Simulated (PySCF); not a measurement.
**Radial density of F³⁺ (fluorine, charge +3)**

PBEsol, [He] 2s2 2p2, high-spin 3P determinant. Computed with PySCF 2.14 in aug-cc-pwCVDZ, with the non-relativistic Hamiltonian (point nucleus).

| r (bohr) | 4πr²ρ (e/bohr) | 4πr²(ρα − ρβ) |
| --- | --- | --- |
| 0.00373 | 0.07392 | -0.0001 |
| 0.00628 | 0.2007 | -0.0002 |
| 0.0106 | 0.5240 | -0.0005 |
| 0.0178 | 1.305 | -0.0012 |
| 0.0299 | 2.970 | -0.0019 |
| 0.0503 | 5.851 | 0.0003 |
| 0.0846 | 9.004 | 0.0261 |
| 0.142 | 9.292 | 0.1744 |
| 0.239 | 5.400 | 0.6915 |
| 0.402 | 3.408 | 1.6684 |
| 0.677 | 4.702 | 2.2700 |
| 1.14 | 2.471 | 1.1423 |
| 1.92 | 0.2043 | 0.0806 |
| 3.22 | 0.002181 | 0.0019 |
| 5.42 | 7.648e-05 | 0.0000 |
